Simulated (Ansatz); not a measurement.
Basis-set extrapolation for `F[C@H]1C=CC[C@@H]1F` (PBE0-D4/def2-TZVP geometry, frozen core, the Gaussian-basis code of Ansatz). Multiplicity 1, RHF reference.

```csv
,def2-TZVPP,def2-QZVPP
HF,-391.845922,-391.862739
MP2 correlation,-1.302057,-1.402613
CCSD(T) correlation,-1.390931,not run
```

Energies in hartree. Use E(X) = E(∞) + A·exp(−7.88·√X) for Hartree–Fock and E(X) = E(∞) + B·X^(−2.97) for correlation, with X = 3 and 4, and add CCSD(T) minus MP2 of the smaller set to the MP2 limit.

Problem. What is the CCSD(T) energy at the basis-set limit?

Solution. HF limit: -391.862739 + (-0.016817) × 0.13774 = -391.86506. MP2 limit: -1.402613 + (-0.100556) × 0.74074 = -1.47710. Higher-order term: -1.390931 − (-1.302057) = -0.08887. Total: -393.43103 hartree, 509.8 kJ/mol below CCSD(T)/def2-TZVPP.
